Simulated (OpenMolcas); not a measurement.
## What dynamic correlation does to the levels of O III

```json
{
  "Program": "OpenMolcas",
  "Basis": "ANO-RCC-VTZP [4s3p2d1f]",
  "Scalar Hamiltonian": "DKH2, point nucleus",
  "Active space": "2 electrons in 3 orbitals (2p)",
  "State averaging": "2S+1 = 3 even, 3 roots; 2S+1 = 1 even, 6 roots",
  "Spin-orbit coupling": "RASSI with atomic mean-field integrals over the reference wave functions, term energies averaged over their components"
}
```

Methods on the same reference wave functions:
A. CASSCF
B. SS-CASPT2, IPEA 0.25 Eh, imaginary shift 0.1 Eh (closed shells correlated: 1s 2s)
C. XMS-CASPT2, IPEA 0.25 Eh, imaginary shift 0.1 Eh (closed shells correlated: 1s 2s)

Energies in cm-1 above 2s2 2p2 3P0, the measured ground level; measured values from Moore, Selected Tables of Atomic Spectra, NSRDS-NBS 3, section 11.

```
      Level      A      B      C  Measured
2s2 2p2 3P0    0.0    0.0    0.0       0.0
2s2 2p2 3P1    114    114    114       113
2s2 2p2 3P2    336    336    336          
2s2 2p2 1D2  22739  20770  20760     20273
2s2 2p2 1S0  56077  47120  47740     43186
```

Deviations, from unrounded energies. A percentage is the sum of absolute deviations over the sum of measured energies, with the sign that they share, or ± where signs differ.

```
                        Against measurement  Levels      A     B     C
             mean absolute deviation (cm-1)       3   5100  1500  1700
      fine structure of the ground term (%)       1   +0.3  +0.6  +0.6
other terms of the ground configuration (%)       2  +24.2  +7.0  +7.9
```

B lies closest to measurement on these levels and A furthest from it. The largest miss of B in the table is 2s2 2p2 1S0, by +3900 cm-1. The ranking rests on the paired levels alone, and a cruder setting can come out closer through cancelling errors.

Between B and C the level of the table that moves most is 2s2 2p2 1S0, by 620 cm-1 (lowest in B, highest in C). Moves below CASPT2's spread within the term are not significant.

The mean deviations of B to C differ by less than CASPT2's widest spread within a term (270 cm-1), so their order carries little weight.

From A to B the spin-free energies of the other terms of 2s2 2p2 shown, above 3P, scale by factors of 0.84 to 0.91.

The lowest spin-free term lies below A's lowest term by 0.086 hartree in B, 0.091 hartree in C.

CASPT2 breaks the degeneracy within a term, and the mean is taken; among the terms shown or strongly mixed into the levels shown the widest spread is 270 cm-1 (2s2 2p2 1D, C). With the s shell closed, the reference lacks s² → p² mixing. Computed and measured levels are paired by configuration, term and J; levels that our copy of the source lacks, or whose pairing is in doubt (as where it misses far off the trend of its configuration), stay unpaired and out of the deviations. Levels of configurations outside the active space are missing.
